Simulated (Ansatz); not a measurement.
Input file for `C/C=C\C[SiH3]`:

```yaml
crystal:
  periodic: [false, false, false]
  atoms:
    - {symbol: C, position_ang: [-1.136074, -0.214967, 1.758307]}
    - {symbol: C, position_ang: [0.330761, -0.062026, 1.543698]}
    - {symbol: C, position_ang: [1.001989, -0.282831, 0.414973]}
    - {symbol: C, position_ang: [0.438171, -0.705873, -0.900460]}
    - {symbol: Si, position_ang: [0.142615, 0.794390, -2.002533]}
    - {symbol: H, position_ang: [-1.588094, 0.740935, 2.041968]}
    - {symbol: H, position_ang: [-1.657721, -0.575192, 0.871052]}
    - {symbol: H, position_ang: [-1.340505, -0.911937, 2.577310]}
    - {symbol: H, position_ang: [0.902461, 0.266803, 2.407992]}
    - {symbol: H, position_ang: [2.074385, -0.103667, 0.425477]}
    - {symbol: H, position_ang: [-0.508639, -1.241506, -0.792842]}
    - {symbol: H, position_ang: [1.129073, -1.378582, -1.417768]}
    - {symbol: H, position_ang: [1.400358, 1.574875, -2.149052]}
    - {symbol: H, position_ang: [-0.318131, 0.379404, -3.357137]}
    - {symbol: H, position_ang: [-0.892648, 1.669273, -1.391686]}
basis:
  gaussian: {orbitals: def2-TZVPP}
correlation: {method: ccsd_t}
```

```sh
$ ansatz run in.yaml --threads 4 --pin off --events-out ev --progress --plain --max-ram 10444MiB
```

Output of Ansatz, abridged:

```
Functional definition: HF
1756 factors; integrals over basis functions are off by at most 1.2e-3 eV
mean field evaluation 1: about -12139.3329 eV, gradient 3.7e1 eV
mean field evaluation 2: about -12139.5933 eV, gradient 3.7e1 eV
mean field evaluation 4: about -12143.6897 eV, gradient 4.2e0 eV
mean field evaluation 8: about -12143.7559 eV, gradient 2.3e-1 eV
mean field -12143.75605658 eV, -446.2748037460 hartree, gradient 1.7e-6 eV, S^2 0.000000; 0 other end points of the search recorded, 0 dependent functions left out
9 core orbitals not correlated: weight in the atoms' cores, before any rotation towards them, 1.000 or more for the frozen orbitals, at most 0.000 for the correlated occupied ones
reference -12143.75605658 eV, -446.2748037460 hartree; 15, 15 occupied and 282, 282 virtual orbitals, 1756 factors
second order -21.98284014 eV of doubles, -0.00000000 eV of singles
cycle   1  -22.92864731 eV  change   -9.5e-1 eV  update   1.0e-1
cycle   2  -23.55015112 eV  change   -6.2e-1 eV  update   3.0e-2
cycle   3  -23.64532166 eV  change   -9.5e-2 eV  update   1.3e-2
cycle   4  -23.64085902 eV  change    4.5e-3 eV  update   3.5e-3
cycle   5  -23.64121809 eV  change   -3.6e-4 eV  update   1.2e-3
cycle   6  -23.64121709 eV  change    1.0e-6 eV  update   3.2e-4
cycle   7  -23.64113238 eV  change    8.5e-5 eV  update   9.6e-5
cycle   8  -23.64114973 eV  change   -1.7e-5 eV  update   3.5e-5
perturbative correction -0.97344689 eV, -0.0357735135 hartree
Total energy: -12168.37065321 eV, -447.1793734876 hartree
```

Hardware: 4 threads of an Intel Xeon on a shared host. Wall time 6.8 min, peak host memory 4 GiB.

The correlation energy is -24.615 eV, 4.0 % of it from (T); the T1 diagnostic reads 0.0105.
